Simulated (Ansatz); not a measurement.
A nudged elastic band was laid between two geometries of CH10BNOSi2 (16 atoms, charge 0, multiplicity 1).

Theory: Ansatz 0.2.0, RKS BLYP-D4/cc-pVDZ.

```
movable images  : 7
climbing image  : yes
spring          : 5.0 eV/Å²
optimiser       : quadratic models (default)
start path      : through a guess of the saddle point
force threshold : 0.03 eV/Å
iteration limit : 60
end points      : relaxed
```

Image 0:

```xyz
16
Properties=species:S:1:pos:R:3
B 2.245 -0.478 -1.270
O 1.221 0.368 -0.979
Si -0.302 0.130 -0.179
C -0.654 -1.690 0.189
N -1.487 0.679 -1.362
Si -0.102 1.462 1.774
H 3.200 -0.017 -1.868
H 2.206 -1.652 -0.937
H 0.130 -2.120 0.844
H -0.687 -2.279 -0.750
H -1.629 -1.797 0.709
H -1.496 1.684 -1.575
H -2.454 0.378 -1.190
H 1.028 1.007 2.663
H 0.138 2.903 1.400
H -1.379 1.399 2.576
```

Image 8:

```xyz
16
Properties=species:S:1:pos:R:3
B 2.273 -0.634 -1.139
O 1.295 0.283 -0.910
Si -0.283 0.151 -0.197
C -0.784 -1.640 0.137
N -1.358 0.788 -1.439
Si -0.094 1.460 1.774
H 3.291 -0.244 -1.681
H 2.134 -1.800 -0.807
H -0.074 -2.127 0.834
H -0.803 -2.221 -0.807
H -1.794 -1.678 0.597
H -1.279 1.791 -1.646
H -2.353 0.561 -1.321
H 0.270 2.881 1.425
H -1.414 1.487 2.504
H 0.950 0.920 2.719
```

**Question.** What changes between the two ends?

**Answer.** No bond is made or broken. The dihedral N5–Si3–Si6–H14 goes from -174 to -53°. The two ends are copies of one structure, up to a mirror image or an exchange of like atoms.

**Question.** Give the energies along the band, and the barrier.

**Answer.** It converged. The highest image is number 4 of 0 to 8, 0.049 eV above the ends, which have the same energy within 2 meV. A vibrational analysis at the climbing image gives one clearly imaginary mode, 101i cm⁻¹: a first-order saddle point.

```
image  path coordinate (Å)  energy (eV)  dihedral N5–Si3–Si6–H14 (°)
    0                 0.00        0.000                         -174
    1                 0.62        0.008                         -159
    2                 1.25        0.025                         -145
    3                 1.87        0.042                         -129
    4                 2.49        0.049                         -114
    5                 3.10        0.042                          -98
    6                 3.71        0.024                          -83
    7                 4.32        0.007                          -68
    8                 4.93        0.000                          -53
```

**Question.** What is the geometry of the highest image?

**Answer.** 
```xyz
16
Properties=species:S:1:pos:R:3
B 2.278 -0.616 -1.141
O 1.290 0.293 -0.931
Si -0.285 0.164 -0.211
C -0.784 -1.630 0.112
N -1.361 0.798 -1.455
Si -0.093 1.438 1.801
H 3.286 -0.229 -1.702
H 2.157 -1.773 -0.772
H -0.067 -2.121 0.799
H -0.812 -2.203 -0.836
H -1.788 -1.673 0.583
H -1.301 1.806 -1.645
H -2.352 0.555 -1.337
H 1.289 2.012 1.973
H -1.081 2.579 1.803
H -0.398 0.577 3.003
```

**Question.** What are the harmonic wavenumbers there?

**Answer.** 101i, 44, 105, 135, 140, 152, 178, 222, 240, 279, 326, 412, 478, 487, 502, 618, 696, 727, 774, 825, 855, 886, 914, 918, 988, 1034, 1186, 1231, 1331, 1389, 1392, 1524, 2110, 2122, 2135, 2466, 2544, 2957, 3033, 3048, 3406, 3490 cm⁻¹.

The band took 23 iterations and of the order of 21 core-minutes.

Run time: 10 min on 2 threads of Arm Neoverse V1, with other jobs on the host, peak memory 0.22 GiB.
